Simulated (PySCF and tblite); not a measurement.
2 regioisomers of C₇H₅NO₂:

| isomer | SMILES |
| --- | --- |
| A | [CH:1]#[C:2][c:3]1[cH:4][n+:5]([O-:6])[cH:7][cH:8][c:9]1[OH:10] |
| B | [CH:1]#[C:2][c:3]1[cH:4][c:5]([OH:6])[cH:7][cH:8][n+:9]1[O-:10] |

Computed spectrum of one of them (conformer average at 298.15 K; GFN2-xTB geometries, energies PBE0/6-311G** (D3(BJ) added where defined), GIAO shieldings PBE0/pcSseg-1; references on GFN2-xTB geometries), in ppm: ¹H (against TMS): 8.31 (1H), 8.18 (1H), 7.00 (1H), 3.21 (1H). ¹³C (against TMS): 159.0 (1C), 147.0 (1C), 146.8 (1C), 118.5 (1C), 111.1 (1C), 96.6 (1C), 79.3 (1C). ¹⁵N (against NH3): 323.5 (1N). Of the H, only those on carbon are given.

(1) Which isomer is it?

Other tautomers (keto or thione forms) aren't considered and may dominate. H on N, O and S are left out: they exchange, and hydrogen bonds move them by several ppm. Unscaled ¹⁵N shifts at such levels can be off by tens of ppm; differences between conformers or isomers are more reliable. Shifts are unscaled: against experiment ¹³C can be off by 15 ppm or more and ¹H by 0.8 ppm.

Answers

(1) A. Signals are matched in order of shift, without assignment. After a straight-line scaling (slope 0.85 to 1.15) of computed carbon shifts, the largest errors are A 0.0 ppm (at 111.1), B 7.3 ppm (at 146.8). Assigned: ¹H (against TMS): 8.31 (H4, 1H), 8.18 (H7, 1H), 7.00 (H8, 1H), 3.21 (H1, 1H). ¹³C (against TMS): 159.0 (C9), 147.0 (C4), 146.8 (C7), 118.5 (C8), 111.1 (C3), 96.6 (C1), 79.3 (C2). ¹⁵N (against NH3): 323.5 (N5). For comparison, at another level (GFN2-xTB geometries, energies PBE0/pcSseg-1 (D3(BJ) added where defined), GIAO shieldings PBE0/pcSseg-1) the isomers give: A: ¹H (against TMS): 8.31 (H4, 1H), 8.18 (H7, 1H), 7.00 (H8, 1H), 3.21 (H1, 1H). ¹³C (against TMS): 159.0 (C9), 147.0 (C4), 146.8 (C7), 118.5 (C8), 111.1 (C3), 96.6 (C1), 79.3 (C2). ¹⁵N (against NH3): 323.5 (N5). B: ¹H (against TMS): 8.21 (H8, 1H), 6.93 (H4, 1H), 6.73 (H7, 1H), 3.28 (H1, 1H). ¹³C (against TMS): 155.2 (C5), 145.5 (C8), 137.4 (C3), 122.1 (C4), 118.1 (C7), 98.4 (C1), 81.2 (C2). ¹⁵N (against NH3): 329.0 (N9). H not on carbon is left out.


¹⁵N shifts are against a computed isolated NH3 molecule, about 20 ppm from the liquid.